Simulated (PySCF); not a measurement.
Job for PySCF: R-HF/3-21G on H2OSn (SMILES [OH][SnH]), a point of a bond scan (R = 4.867 Å).

```python
from pyscf import gto, scf, dft, mp
from pyscf.data.elements import chemcore

mol = gto.M(
    atom='''
    Sn   -0.18386056   -0.15025870    0.19526245
    H    -3.61649689    0.29523563   -3.22669231
    O     1.21528417    0.79939053   -0.86933130
    H     0.92596202    1.10307134   -1.73634394
    ''',
    basis='3-21g',
    charge=0, spin=0, verbose=3, max_memory=1800)
mf = scf.RHF(mol)
mf.conv_tol = 1e-8
mf.max_cycle = 100
mf.kernel()
if not mf.converged:
    mf = mf.newton().run(mf.mo_coeff, mf.mo_occ)
```

Output:

```
converged SCF energy = -6071.67280416826
```

The calculation finished and met its thresholds.

Cost: around 0.3 core-seconds (rough).
